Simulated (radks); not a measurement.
All-electron atom: the europium ion Eu+ in [Xe] 4f7 6s0.5 6p0.5 (fractional occupations, a model configuration). All-electron calculation, scalar-relativistic Kohn-Sham, LDA (Slater exchange, Perdew-Wang correlation), spin-polarised, spherical densities, finite nucleus; open shells are filled with parallel spins first (spin-orbit coupling, left out, can overturn this in heavy ions); Fermi nuclear charge, rms radius 5.1115 fm. Program: a radial shooting solver on a logarithmic mesh with Libxc functionals.

Local quantities along the radius. ELF = 1/(1 + alpha^2) is the electron localisation function; alpha = (tau - tau_W)/tau_unif compares the Pauli kinetic energy density with that of the uniform gas (summed over spins). tau is taken from the large components.

r (bohr),ELF,alpha
0.001091,0.999,0.02408
0.001491,0.999,0.02507
0.002036,0.999,0.02711
0.002782,0.999,0.03074
0.003831,0.999,0.03726
0.005234,0.998,0.04861
0.00715,0.995,0.07006
0.009769,0.987,0.1147
0.01335,0.954,0.2185
0.01823,0.812,0.4805
0.02491,0.478,1.045
0.03403,0.328,1.432
0.04649,0.526,0.9493
0.06402,0.738,0.5957
0.08746,0.631,0.7648
0.1195,0.344,1.382
0.1632,0.545,0.9135
0.223,0.745,0.5845
0.3047,0.382,1.271
0.4162,0.354,1.351
0.5686,0.731,0.6059
0.7768,0.539,0.9252
1.07,0.339,1.397
1.461,0.600,0.8157
1.997,0.537,0.9290
2.728,0.131,2.573
3.726,0.166,2.239
5.091,0.400,1.225
6.955,0.153,2.352
9.501,0.010,9.864
12.98,0.000,95.03

On this mesh the ELF has minima near r = 0.034, 0.12, 0.36, 1.1, 3.2 bohr, which separate the shells, and maxima near 0.064 (0.74), 0.22 (0.75), 0.57 (0.73), 1.7 (0.63), 5.1 (0.40).
